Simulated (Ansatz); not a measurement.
Ansatz (a quantum-chemistry and plane-wave program) input file for CH5FN2Si2, SMILES F[Si@@H]1C=N[SiH2]N1, PBE-D3(BJ)/def2-SVP. 

Ansatz 0.2 input:
```yaml
crystal:
  periodic: [false, false, false]
  atoms:
    - {symbol: F, position_ang: [-2.04619645, 1.17487263, -0.38455363]}
    - {symbol: Si, position_ang: [-1.03209698, -0.05886878, -0.62269227]}
    - {symbol: C, position_ang: [-0.54737212, -0.88726055, 1.02200549]}
    - {symbol: N, position_ang: [0.66767213, -0.86269788, 1.36930846]}
    - {symbol: Si, position_ang: [1.75076966, -0.03689324, 0.27814136]}
    - {symbol: N, position_ang: [0.57139259, 0.46885564, -0.91589014]}
    - {symbol: H, position_ang: [-1.65417331, -0.88464451, -1.63674929]}
    - {symbol: H, position_ang: [-1.24699183, -1.38707948, 1.69015906]}
    - {symbol: H, position_ang: [2.34782388, 1.10929907, 0.94913335]}
    - {symbol: H, position_ang: [2.68505489, -0.99433526, -0.30057880]}
    - {symbol: H, position_ang: [0.83341646, 1.00403387, -1.72323019]}
basis:
  gaussian:
    orbitals: def2-SVP
hamiltonian:
  xc: pbe
  dispersion: d3bj
relax: {f_tol: 0.002, max_steps: 200}
```

Output:

```
WARN ansatz: RAYON_NUM_THREADS=2 ignored (pool sized by the plan → 2); use --threads N
Functional definition: PBE
integrals: 0.06 GiB planned
1332 factors; their error is unknown
mean field: 0.36 GiB planned
mean field evaluation 1: about -22533.9001 eV, gradient 8.0e1 eV
mean field evaluation 2: about -22489.9776 eV, gradient 1.5e2 eV
mean field evaluation 4: about -22546.2039 eV, gradient 2.2e1 eV
mean field evaluation 8: about -22547.2111 eV, gradient 1.3e-1 eV
mean field evaluation 16: about -22547.1102 eV, gradient 1.7e-3 eV
mean field -22547.11019383 eV, -828.5910166432 hartree, gradient 2.9e-5 eV, S^2 0.000000; 0 other end points of the search recorded, 0 dependent functions left out
the calculation of the forces begins
reference -22547.11023058 eV, -828.5910179935 hartree; 31, 31 occupied and 86, 86 virtual orbitals, 1332 factors
relax step   1: F+E_penalty+E_count = -22547.41210694 eV  Δ(F+E_penalty+E_count) = +0.000e0 eV  max|allowed force component| = 1.302e0 eV/Å  Δτ_max = 0.0000 Å  (30 SCF iters, accepted)
these checks for a lower state are left out or cut short: starts, cluster_reference, orbital_swaps, neighbouring_geometries, increment
integrals: 0.06 GiB planned
1332 factors; their error is unknown
mean field: 0.36 GiB planned
mean field -22547.31749381 eV, -828.5986347770 hartree, gradient 1.8e-5 eV, S^2 0.000000; 0 other end points of the search recorded, 0 dependent functions left out
the calculation of the forces begins
reference -22547.31753101 eV, -828.5986361437 hartree; 31, 31 occupied and 86, 86 virtual orbitals, 1332 factors
relax step   2: F+E_penalty+E_count = -22547.61631374 eV  Δ(F+E_penalty+E_count) = -2.042e-1 eV  max|allowed force component| = 4.403e-1 eV/Å  Δτ_max = 0.0843 Å  (31 SCF iters, accepted)
these checks for a lower state are left out or cut short: starts, cluster_reference, orbital_swaps, neighbouring_geometries, increment
integrals: 0.06 GiB planned
1332 factors; their error is unknown
mean field: 0.36 GiB planned
mean field evaluation 32: about -22547.3381 eV, gradient 1.5e-3 eV
mean field -22547.33811213 eV, -828.5993924861 hartree, gradient 2.1e-5 eV, S^2 0.000000; 0 other end points of the search recorded, 0 dependent functions left out
the calculation of the forces begins
reference -22547.33814950 eV, -828.5993938594 hartree; 31, 31 occupied and 86, 86 virtual orbitals, 1332 factors
relax step   3: F+E_penalty+E_count = -22547.63556026 eV  Δ(F+E_penalty+E_count) = -1.925e-2 eV  max|allowed force component| = 1.826e-1 eV/Å  Δτ_max = 0.0458 Å  (31 SCF iters, accepted)
these checks for a lower state are left out or cut short: starts, cluster_reference, orbital_swaps, neighbouring_geometries, increment
integrals: 0.06 GiB planned
1332 factors; their error is unknown
mean field: 0.36 GiB planned
mean field -22547.34210664 eV, -828.5995392816 hartree, gradient 2.1e-5 eV, S^2 0.000000; 0 other end points of the search recorded, 0 dependent functions left out
the calculation of the forces begins
reference -22547.34214392 eV, -828.5995406515 hartree; 31, 31 occupied and 86, 86 virtual orbitals, 1332 factors
relax step   4: F+E_penalty+E_count = -22547.63933405 eV  Δ(F+E_penalty+E_count) = -3.774e-3 eV  max|allowed force component| = 1.322e-1 eV/Å  Δτ_max = 0.0319 Å  (31 SCF iters, accepted)
these checks for a lower state are left out or cut short: starts, cluster_reference, orbital_swaps, neighbouring_geometries, increment
integrals: 0.06 GiB planned
1332 factors; their error is unknown
mean field: 0.36 GiB planned
mean field -22547.34244894 eV, -828.5995518610 hartree, gradient 1.9e-5 eV, S^2 0.000000; 0 other end points of the search recorded, 0 dependent functions left out
the calculation of the forces begins
reference -22547.34248621 eV, -828.5995532306 hartree; 31, 31 occupied and 86, 86 virtual orbitals, 1332 factors
relax step   5: F+E_penalty+E_count = -22547.64008850 eV  Δ(F+E_penalty+E_count) = -7.545e-4 eV  max|allowed force component| = 1.135e-1 eV/Å  Δτ_max = 0.0612 Å  (31 SCF iters, accepted)
these checks for a lower state are left out or cut short: starts, cluster_reference, orbital_swaps, neighbouring_geometries, increment
integrals: 0.06 GiB planned
1332 factors; their error is unknown
mean field: 0.36 GiB planned
mean field -22547.34459096 eV, -828.5996305787 hartree, gradient 1.9e-5 eV, S^2 0.000000; 0 other end points of the search recorded, 0 dependent functions left out
the calculation of the forces begins
reference -22547.34462822 eV, -828.5996319481 hartree; 31, 31 occupied and 86, 86 virtual orbitals, 1332 factors
relax step   6: F+E_penalty+E_count = -22547.64215130 eV  Δ(F+E_penalty+E_count) = -2.063e-3 eV  max|allowed force component| = 3.620e-2 eV/Å  Δτ_max = 0.0250 Å  (31 SCF iters, accepted)
these checks for a lower state are left out or cut short: starts, cluster_reference, orbital_swaps, neighbouring_geometries, increment
integrals: 0.06 GiB planned
1332 factors; their error is unknown
mean field: 0.36 GiB planned
mean field -22547.34475146 eV, -828.5996364771 hartree, gradient 1.9e-5 eV, S^2 0.000000; 0 other end points of the search recorded, 0 dependent functions left out
the calculation of the forces begins
reference -22547.34478871 eV, -828.5996378458 hartree; 31, 31 occupied and 86, 86 virtual orbitals, 1332 factors
relax step   7: F+E_penalty+E_count = -22547.64233646 eV  Δ(F+E_penalty+E_count) = -1.852e-4 eV  max|allowed force component| = 1.248e-2 eV/Å  Δτ_max = 0.0074 Å  (33 SCF iters, accepted)
these checks for a lower state are left out or cut short: starts, cluster_reference, orbital_swaps, neighbouring_geometries, increment
integrals: 0.06 GiB planned
1332 factors; their error is unknown
mean field: 0.36 GiB planned
mean field evaluation 64: about -22547.3447 eV, gradient 1.6e-1 eV
mean field -22547.34475783 eV, -828.5996367112 hartree, gradient 2.0e-5 eV, S^2 0.000000; 0 other end points of the search recorded, 0 dependent functions left out
the calculation of the forces begins
reference -22547.34479508 eV, -828.5996380798 hartree; 31, 31 occupied and 86, 86 virtual orbitals, 1332 factors
relax step   8: F+E_penalty+E_count = -22547.64234465 eV  Δ(F+E_penalty+E_count) = -8.192e-6 eV  max|allowed force component| = 2.642e-3 eV/Å  Δτ_max = 0.0029 Å  (24 SCF iters, accepted)
these checks for a lower state are left out or cut short: starts, cluster_reference, orbital_swaps, neighbouring_geometries, increment
integrals: 0.06 GiB planned
1332 factors; their error is unknown
mean field: 0.36 GiB planned
mean field -22547.34475445 eV, -828.5996365868 hartree, gradient 2.4e-5 eV, S^2 0.000000; 0 other end points of the search recorded, 0 dependent functions left out
the calculation of the forces begins
reference -22547.34479169 eV, -828.5996379553 hartree; 31, 31 occupied and 86, 86 virtual orbitals, 1332 factors
relax step   9: F+E_penalty+E_count = -22547.64234734 eV  Δ(F+E_penalty+E_count) = -2.695e-6 eV  max|allowed force component| = 1.119e-3 eV/Å  Δτ_max = 0.0012 Å  (23 SCF iters, accepted)
integrals: 0.06 GiB planned
1332 factors; their error is unknown
mean field: 0.36 GiB planned
mean field evaluation 96: about -22547.3448 eV, gradient 3.3e-5 eV
mean field -22547.34475445 eV, -828.5996365868 hartree, gradient 2.3e-5 eV, S^2 0.000000; 1 other end points of the search recorded, 0 dependent functions left out
the calculation of the forces begins
reference -22547.34479169 eV, -828.5996379553 hartree; 31, 31 occupied and 86, 86 virtual orbitals, 1332 factors
Total energy: -22547.64238459 eV, -828.6105742926 hartree
Atom 0 at    -2.042786     1.227176    -0.303413 Å, force    -0.000044    -0.000073    -0.000148 eV/Å
Atom 1 at    -1.033349    -0.038530    -0.599310 Å, force    -0.000588     0.000195     0.000926 eV/Å
Atom 2 at    -0.564880    -0.932477     1.036540 Å, force     0.001119     0.000150    -0.000147 eV/Å
Atom 3 at     0.669457    -0.888882     1.407777 Å, force    -0.000664     0.000186     0.000298 eV/Å
Atom 4 at     1.731940    -0.011661     0.266972 Å, force    -0.000345    -0.000876     0.000241 eV/Å
Atom 5 at     0.584626     0.446028    -0.990210 Å, force     0.000222     0.000243    -0.000417 eV/Å
Atom 6 at    -1.730171    -0.822761    -1.670059 Å, force    -0.000011    -0.000066    -0.000268 eV/Å
Atom 7 at    -1.302644    -1.459836     1.689597 Å, force    -0.000143    -0.000262     0.000125 eV/Å
Atom 8 at     2.368874     1.146681     0.979418 Å, force    -0.000114     0.000145    -0.000115 eV/Å
Atom 9 at     2.808730    -0.933192    -0.229575 Å, force     0.000172     0.000100    -0.000127 eV/Å
Atom 10 at     0.839500     0.912737    -1.862683 Å, force     0.000398     0.000257    -0.000367 eV/Å
Dipole moment:     0.132349    -0.019033    -0.391824 e Å
```

Self-consistency was reached.

Cost: roughly 28 core-seconds.
